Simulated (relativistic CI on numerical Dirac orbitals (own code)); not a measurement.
## Transition arrays of Yb²⁵⁺

Method of calculation: Dirac-Coulomb-Breit CI, separate exchange-only KLI orbitals for each configuration, model QED, valence Slater integrals scaled by 0.9, whole transition arrays (own radial code, finite nucleus).

Configurations in the expansion (outside the closed core [Ar] 3d10 4s2): 4p6 4d9, 4p6 4d8 4f, 4p5 4d10, 4p6 4d8 5p, 4p6 4d8 5f. Levels of other configurations are missing.

All E1 lines from the levels of 4p6 4d9; mean and standard deviation are weighted by gf, and upper levels are sorted by their leading configuration.

| Upper configuration | Lines | Σgf | Mean (eV) | Mean (nm) | σ (eV) | Strongest line (nm) |
| --- | --- | --- | --- | --- | --- | --- |
| 4p6 4d8 4f | 81 | 62.5 | 223.10 | 5.557 | 5.37 | 5.514 |
| 4p5 4d10 | 3 | 5.0 | 234.55 | 5.286 | 17.85 | 5.193 |
| 4p6 4d8 5p | 60 | 8.6 | 349.75 | 3.545 | 5.92 | 3.593 |
| 4p6 4d8 5f | 81 | 17.9 | 497.04 | 2.494 | 5.85 | 2.517 |

Σgf per state of the lower configuration in bins of 0.1 nm over the central range (centre: value): 2.45: 0.81, 2.55: 0.98, 3.45: 0.07, 3.55: 0.63, 3.65: 0.15, 5.15: 0.47, 5.55: 6.12.

Problem. How do configuration mixing and the scaling of the Slater integrals move the arrays?

Solution. Slater scale 0.9, no configuration mixing: 4p6 4d8 4f 221.7 ± 6.5 eV (Σgf 60.9), 4p5 4d10 189.6 ± 23.9 eV (Σgf 4.2), 4p6 4d8 5p 350.0 ± 5.9 eV (Σgf 9.9), 4p6 4d8 5f 497.0 ± 5.9 eV (Σgf 18.2); Slater scale 1: 4p6 4d8 4f 227.4 ± 5.4 eV (Σgf 63.7), 4p5 4d10 238.5 ± 17.9 eV (Σgf 5.2), 4p6 4d8 5p 349.9 ± 6.0 eV (Σgf 8.5), 4p6 4d8 5f 497.1 ± 6.0 eV (Σgf 17.9); Slater scale 0.8: 4p6 4d8 4f 218.8 ± 5.3 eV (Σgf 61.3), 4p5 4d10 230.7 ± 17.9 eV (Σgf 4.8), 4p6 4d8 5p 349.6 ± 5.8 eV (Σgf 8.8), 4p6 4d8 5f 496.9 ± 5.8 eV (Σgf 17.9). With mixing, levels are counted to their leading configuration, so an array can shrink or vanish into another, and the sums then hold other lines.
